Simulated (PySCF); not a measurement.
Gas-phase reaction: 5 CH2FCF3 → 4 C2HF5 + 2 CH3. Level: ωB97M-V/def2-TZVP†; standard pressure 1 bar.

Computed with PySCF and rigid-rotor harmonic-oscillator thermochemistry at 1 bar. † marks an energy on the PBE0/def2-TZVP geometry and frequencies. Open shells (unrestricted): CH3 (multiplicity 2); the rest are closed-shell singlets. The harmonic model lacks anharmonicity and excited electronic states, which grow with temperature; levels with a mode under 35 cm⁻¹ are left out. Internal rotation in CH2FCF3, C2HF5 is treated as a harmonic vibration of one conformer, which makes the entropy rough.

```
T (K)  1000/T (1/K)  log10 K
-----  ------------  -------
500          2.0000   -32.30
600          1.6667   -25.56
800          1.2500   -17.10
1000         1.0000        ?
1200         0.8333    -8.65
1400         0.7143    -6.25
```

Question: Fit log10 K = a + b·(1000/T) to the five rows, get the mean ΔH° and ΔS°, and predict log10 K at 1000 K.

Answer: Means: 1000/T = 1.2929, log10 K = -17.972. Sums of products about the means: Sxy = -24.07187, Sxx = 1.187567, so b = Sxy/Sxx = -20.27 and a = -17.972 − (-20.27)×1.2929 = 8.23.
ΔH° = −R ln 10 × 1000 K × b = −19.145 × (-20.27) = 388 kJ; ΔS° = R ln 10 × a = 158 J/K. The run's own values go from 387 kJ and 155 J/K at 500 K to 385 kJ and 155 J/K at 1400 K.
Prediction at 1000 K: 8.23 + (-20.27)×1.0000 = -12.04. The computed value is -12.03, 0.01 from the line.
For scale, ΔH°(298 K) is 382 kJ at this level, 386 kJ at ωB97X-V/def2-TZVP†, and runs from 244 to 619 kJ over the 19 levels computed.
